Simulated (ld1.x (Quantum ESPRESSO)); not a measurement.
**What one change does to a pseudopotential (P (Z = 15), TM)**

P, norm-conserving Troullier–Martins (Kleinman–Bylander form), made with ld1.x (Quantum ESPRESSO) 7.5 (LDA (PZ), scalar-relativistic). Core [Ne], reference 3s1.5 3p3.5. Waves: 3p (bound): rc 1.70 bohr; 3s (bound): rc 1.70 bohr. Local part: the s channel. Core correction: none.

Change: functional PBEsol.

Cutoffs: the cutoffs (Ry, on a coarse ladder) from which the occupation-weighted sum of valence levels, in a spherical-Bessel basis at the reference potential, stays within 10 and 1 mRy of its value at 400 Ry; they do not see the model core or the augmentation charge, which bear on the density cutoff. Errors are all-electron minus pseudo energies relative to the spin-unpolarised reference configuration.

Task: What does the change do?

Result: The potential gets neither clearly harder nor softer (18 Ry and 45 Ry → 18 Ry and 45 Ry); the number of tests with a reliable result goes from 9 to 7; of the 7 tests that both files solve, the error grows in 0 and shrinks in 3 by more than 15 % and 0.3 meV (median size 1.4 → 1.1 meV); neither file shows a bound ghost.

| quantity | base | changed |
| --- | --- | --- |
| cutoff, loose | 18 Ry | 18 Ry |
| cutoff, tight | 45 Ry | 45 Ry |
| loose cutoff by channel (10 mRy a level) | p 8 Ry, s 18 Ry | p 8 Ry, s 15 Ry |
| bound ghosts | none | none |
| error for 3s2 3p3, meV [ΔE -4.23 → -4.24 eV] | +0.7 | +0.6 |
| error for 3s2 3p2, meV [ΔE 5.59 → 5.46 eV] | +3.0 | +2.5 |
| error for 3s2 3p1, meV [ΔE 24.84 → 24.57 eV] | +33 | +21 |
| error for 3s1 3p4, meV [ΔE 4.27 → 4.27 eV] | +0.5 | +0.4 |
| error for 3s2 3p0, meV [ΔE 54.74 → 54.28 eV] | +140 | +82 |
| error for 3s2 3p2.5, meV [ΔE -0.41 → -0.48 eV] | +0.4 | +0.6 |
| error for 3s2 3p3.3, meV [ΔE -5.57 → -5.54 eV] | +1.4 | +1.1 |
| s: phases at 1.84 bohr within 0.05 rad from the reference energy up to (Ry; the scan ends near 5) | 4.1 | 4.1 |
| p: phases at 1.84 bohr within 0.05 rad from the reference energy up to (Ry; the scan ends near 5) | 4.7 | 4.7 |
